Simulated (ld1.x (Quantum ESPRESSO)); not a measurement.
Au (Z = 79): excitation energies, all-electron against TM

```
Element                 : Au (Z = 79)
Generator               : ld1.x (Quantum ESPRESSO) 7.5
Type                    : norm-conserving Troullier–Martins (Kleinman–Bylander form)
Functional              : PBEsol
Relativity              : scalar-relativistic
Frozen core             : [Kr] 4d10
Valence charge          : 33
Reference configuration : 4f14 5s2 5p6 5d10 6s0 6p0 (charge +1)
Partial waves           : 5s (bound): rc 1.50 bohr; 5d (bound): rc 2.15 bohr; 4f (bound): rc 0.90 bohr; 5p (bound): rc 1.65 bohr
Local potential         : the p channel
Core correction         : a·sin(br)/r model core inside 0.95 bohr
```

Energies are relative to the spin-unpolarised reference configuration 4f14 5s2 5p6 5d10 6s0 6p0; without spin polarisation the order of configurations can differ from experiment.

```tsv
valence configuration	charge	ΔE all-electron (eV)	error AE − PS (meV)
4f14 5s2 5p6 5d10 6s1 6p0	0	-9.439	-386
4f14 5s2 5p6 5d9 6s0 6p0	+2	21.238	-3.6
4f14 5s2 5p6 5d8 6s0 6p0	+3	55.145	-9.3
4f14 5s1 5p6 5d10 6s1 6p0	+1	105.873	-889
4f14 5s2 5p5 5d10 6s1 6p0	+1	56.697	-719
4f14 5s2 5p6 5d7 6s0 6p0	+4	102.886	-8.2
4f14 5s2 5p6 5d10 6s0.5 6p0	+0.5	-5.648	-216
```

A Bessel basis up to 400 Ry misses an occupied level by 0.03 Ry, so cutoffs and ghosts were not judged.
